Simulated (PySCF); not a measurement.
Continuum solvent and chemical shifts

Bonds (- single, = double, # triple, : aromatic): C1=C2, C2-N3, N3:N4, N4:N5, N5:C6, C6:C7, C7-C8, C8-C9, C8=O10, C7:N3. C1 carries H11, H12; C2 carries H13; C6 carries H14; C9 carries H15, H16, H17. H11 is cis to N3; H12 is trans to N3.

GIAO PBE0/pcSseg-1 in PySCF on one PBE0-D3(BJ)/def2-SVP conformer, non-relativistic, equivalent nuclei averaged. Solvents enter as an IEF-PCM continuum (chloroform with ε = 4.7, tetrahydrofuran with ε = 7.4) around the gas-phase geometry. Shifts are referred to TMS computed in the same medium.

Gas phase, δ in ppm: C8 191.6, C6 142.4, C2 136.6, C7 133.4, C1 114.4, C9 30.4, H13 8.72, H14 8.03, H11 6.87, H12 5.48, H15/H16/H17 2.59. Dipole moment 2.40 D.

Question: How does each δ change in the continuum?

Answer: 
```
      atoms                                          environment  Δδ, chloroform  Δδ, tetrahydrofuran
         C8                               ketone carbonyl carbon            +4.4                 +5.1
         C6                  aromatic CH next to a ring nitrogen            +3.0                 +3.5
         C2                                            alkene CH            +0.8                 +0.9
         C7  substituted aromatic carbon next to a ring nitrogen            +1.4                 +1.6
         C1                                 terminal =CH2 carbon            +1.8                 +1.9
         C9                        methyl carbon α to a carbonyl            +1.8                 +2.1
        H13                             hydrogen on an alkene CH           +0.01                +0.02
        H14   hydrogen on an aromatic CH next to a ring nitrogen           +0.29                +0.34
        H11                   hydrogen on a terminal =CH2 carbon           +0.02                +0.02
        H12                   hydrogen on a terminal =CH2 carbon           +0.23                +0.26
H15/H16/H17          hydrogen on a methyl carbon α to a carbonyl           +0.17                +0.20
```

Changes are relative to the gas phase. The dipole moment becomes 3.03 D in chloroform, 3.13 D in tetrahydrofuran.

Question: Which of the listed nuclei move most (in ppm), and what does the model miss? (N and O are left out, as their reference compounds move with the solvent too.)

Answer: C8 (ketone carbonyl carbon, +5.1 ppm) in tetrahydrofuran. A continuum only polarises the solute; specific hydrogen bonds, the anisotropy of aromatic solvents and changes of geometry or conformer are outside it.
